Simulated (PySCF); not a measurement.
Species: C₃H₆Cl₃Si (doublet state).
Geometry (GFN2-xTB, Å), atoms numbered from 1 in this order:
```xyz
13
C3H6Cl3Si angstrom
C      0.4237    1.7656   -0.4228
Si    -0.0015   -0.0635   -0.7254
C     -1.7509   -0.6063   -0.2119
C      1.2369   -1.0980    0.3914
Cl     2.9280   -0.7236    0.0028
Cl     0.9709   -0.7040    2.1265
Cl     0.9847   -2.8428    0.1850
H      1.4523    1.9861   -0.6919
H     -0.2210    2.4200   -1.0004
H      0.2945    2.0096    0.6303
H     -2.5088   -0.0752   -0.7786
H     -1.9121   -0.3971    0.8443
H     -1.9012   -1.6704   -0.3670
```

The hyperfine couplings belong to this conformer and change with its torsions.

The species is `C(Cl)(Cl)(Cl)[Si](C)C` [radical].

Computed with UKS B3LYP, pcH-1 on C Cl H Si, non-relativistic, mean-field spin-orbit, GIAO in PySCF. Geometry: GFN2-xTB; no solvent, vibrations or thermal averaging. A GFN2-xTB geometry isn't a minimum of the functional, and hyperfine couplings can be far from their values at a DFT geometry, by a factor of two or more for some ions and for spin on atoms past the first row. The SCF solution wasn't tested for stability.

(1) Break the g tensor into its mass correction, gauge correction and orbital-Zeeman/spin–orbit terms.

(2) What effective moment and Curie constant follow for a powder?

(3) At 9.377 GHz, how far is the centre of the isotropic spectrum from where a free electron (g = 2.002319) resonates?

(4) How much does each term add to the isotropic shift?

(5) In a frozen sample, at which fields do the three g values resonate at 9.5, 34, 94 and 263 GHz (hyperfine left aside), and which band first spreads them over more than twice a line width of 1.0 mT?

## Answers

(1) 
| Δg (ppm) | 1 | 2 | 3 |
| --- | --- | --- | --- |
| relativistic mass correction | -153 | -153 | -153 |
| gauge correction | 75 | 5 | 77 |
| orbital Zeeman/spin–orbit | -1464 | 166 | 2400 |
| total | -1543 | 18 | 2323 |

So g = 2.00078, 2.00234, 2.00464 and g_iso = 2.00259; the tensor is rhombic: the two nearest values differ by 40 % of g3 − g1. 

(2) With the mean of g² = 4.0104 and S(S+1) = 0.75: μ_eff = √(⟨g²⟩S(S+1)) = 1.734 μB and χT = 0.12505·⟨g²⟩·S(S+1) = 0.376 cm³ K/mol (cgs; spin-Hamiltonian part alone).

(3) B = hν/(g μB) with μB/h = 13.99624 MHz/mT gives 334.59 mT for the free electron and 334.55 mT at g_iso, 0.04 mT lower.

(4) The orbital-Zeeman/spin–orbit term 367, the mass correction -153 and the gauge correction 52 ppm, for a total of 266 ppm. The orbital-Zeeman/spin–orbit term is the largest in size. The mass correction is the same along every axis, so the anisotropy comes from the other two: their spans along these axes are 72 (gauge) and 3864 ppm (orbital Zeeman/spin–orbit).

(5) 
| band | GHz | B(g3) mT | B(g2) mT | B(g1) mT | spread mT |
| --- | --- | --- | --- | --- | --- |
| X | 9.5 | 338.59 | 338.98 | 339.24 | 0.65 |
| Q | 34.0 | 1211.80 | 1213.19 | 1214.14 | 2.34 |
| W | 94.0 | 3350.27 | 3354.12 | 3356.74 | 6.47 |
| J | 263.0 | 9373.62 | 9384.41 | 9391.73 | 18.11 |

The spread grows in proportion to the frequency. Q band is the first where it exceeds 2.0 mT.

The largest Mulliken spin population is on Si2 (+0.90). The angles at Si2 add up to 327.9°, so it is pyramidal.

The HOMO–LUMO gaps are 5.08 eV among the α and 5.11 eV among the β orbitals.
